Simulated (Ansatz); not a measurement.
# GeH3 (SMILES [GeH3]): the energy, rung by rung

GeH3 has 4 atoms, charge 0, and is taken as a doublet. SMILES: `[GeH3]`. The coordinates come from a PBE0-D4/def2-TZVP relaxation.

| atom | x (Å) | y (Å) | z (Å) |
| --- | --- | --- | --- |
| Ge | 0.2146 | -0.1259 | -0.2494 |
| H | 1.0550 | 0.1096 | 1.0183 |
| H | -0.8828 | -1.1759 | -0.0001 |
| H | -0.3868 | 1.1922 | -0.7688 |

Quantity: the energy change with the Ge1–H4 bond stretched from 1.539 to 2.309 Å, in eV. The values are calculated.

```json
{"level": "UHF/STO-3G", "kind": "Hartree–Fock", "program": "Ansatz", "value (eV)": "3.35", "less FCI/STO-3G": "+0.52", "CPU time (all runs)": "0.3 s"}
{"level": "USVWN5/STO-3G", "kind": "LDA", "program": "Ansatz", "value (eV)": "3.12", "less FCI/STO-3G": "+0.29", "CPU time (all runs)": "1.9 s"}
{"level": "U-revPBE/STO-3G", "kind": "GGA", "program": "Ansatz", "value (eV)": "2.95", "less FCI/STO-3G": "+0.12", "CPU time (all runs)": "3 s"}
{"level": "U-r2SCAN/STO-3G", "kind": "meta-GGA", "program": "Ansatz", "value (eV)": "3.22", "less FCI/STO-3G": "+0.39", "CPU time (all runs)": "8.5 s"}
{"level": "U-r2SCAN0/STO-3G", "kind": "hybrid meta-GGA", "program": "Ansatz", "value (eV)": "3.40", "less FCI/STO-3G": "+0.57", "CPU time (all runs)": "11 s"}
{"level": "UCAM-B3LYP/STO-3G", "kind": "range-separated hybrid", "program": "Ansatz", "value (eV)": "3.39", "less FCI/STO-3G": "+0.56", "CPU time (all runs)": "4.5 s"}
{"level": "RPA@PBE/STO-3G", "kind": "RPA", "program": "Ansatz", "value (eV)": "2.78", "less FCI/STO-3G": "-0.05", "CPU time (all runs)": "5.8 s"}
{"level": "UMP2/STO-3G", "kind": "perturbation theory", "program": "Ansatz", "value (eV)": "3.49", "less FCI/STO-3G": "+0.66", "CPU time (all runs)": "0.31 s"}
{"level": "UCCSDTQ/STO-3G", "kind": "coupled cluster or CI", "program": "Ansatz", "value (eV)": "2.83", "less FCI/STO-3G": "0.00", "CPU time (all runs)": "2.3 min"}
{"level": "FCI/STO-3G", "kind": "exact in the basis", "program": "Ansatz", "value (eV)": "2.83", "less FCI/STO-3G": "0.00", "CPU time (all runs)": "1.3 s"}
```

FCI/STO-3G is exact within its basis and frozen core, so for wave-function methods in that basis the difference is their error; functionals converge differently with the basis, so for them it is only a difference. All-electron rows without a relativistic Hamiltonian named are non-relativistic. The first shape isn't each level's own minimum. The values span 2.78 to 3.49 eV. Spin contamination of the reference (⟨S²⟩ at least 0.1 too high) touches UHF/STO-3G, UMP2/STO-3G, UCCSDTQ/STO-3G. All rows use very small basis sets, so even the best lies far from the true value. In the correlated wave-function rows the outer d shell of Ge is correlated, in sets not made for it. CPU times are rough (shared hosts, several kinds of processor): they show what a rung costs within a factor of a few.
